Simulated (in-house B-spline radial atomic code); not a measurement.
**Ne IX (Ne8+): 2p1 3s1 (an excited or competing configuration)**

All numbers are computed (non-relativistic Hartree-Fock, average of configuration; point nucleus) with an all-electron radial atomic-structure program (B-spline basis), not measured.

Z_r = [3n² - l(l+1)]/(2<r>); Z_e = n√(-2ε); the last column is Slater's effective charge.

| shell | electrons | ε (eV) | <r> (bohr) | Z_r | Z_e | Slater |
| --- | --- | --- | --- | --- | --- | --- |
| 2p | 1 | -318.14 | 0.5027 | 9.95 | 9.67 | 10.00 |
| 3s | 1 | -128.59 | 1.432 | 9.43 | 9.22 | 9.15 |

The least bound orbital is 3s at -128.6 eV, and it is also the most diffuse (<r> = 1.432 bohr).
